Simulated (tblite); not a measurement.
Method: GFN2-xTB as coded in tblite; computed harmonic values from a numerical Hessian at the method's own geometry, unscaled. Against measured fundamentals such values can be off by several per cent, at times by over 20. One conformer each. Thermal functions are those of the rigid rotor and harmonic oscillator, without mixing of conformers.

Task: Order these by their heat capacity Cp at 200 K, highest first (cal/(mol K)).
A. `C=CP(C=C)C(C)(C)C`
B. `C=CP(C=C)CCCC`
C. `CC=[P@]1(CC)C=CCC1`
D. `COc1cc(C2CC2)ccp1`

Result: A (36.0), B (34.5), C (32.5), D (30.6).

```tsv
SMILES	atoms	mass (u)	symmetry number	modes under 300 cm⁻¹	ZPE (kcal/mol)	S translation (cal/(mol K))	S rotation	S vibration	S	Cp
C=CP(C=C)C(C)(C)C	24	142.09	1	11	128.0	38.8	28.4	24.8	92.0	36.0
C=CP(C=C)CCCC	24	142.09	1	11	128.5	38.8	29.1	29.4	97.3	34.5
CC=[P@]1(CC)C=CCC1	24	142.09	1	10	128.5	38.8	28.3	21.7	88.8	32.5
COc1cc(C2CC2)ccp1	22	166.05	1	8	109.6	39.3	29.5	18.7	87.5	30.6
```

Entropies and Cp are for 200 K and 1 bar.
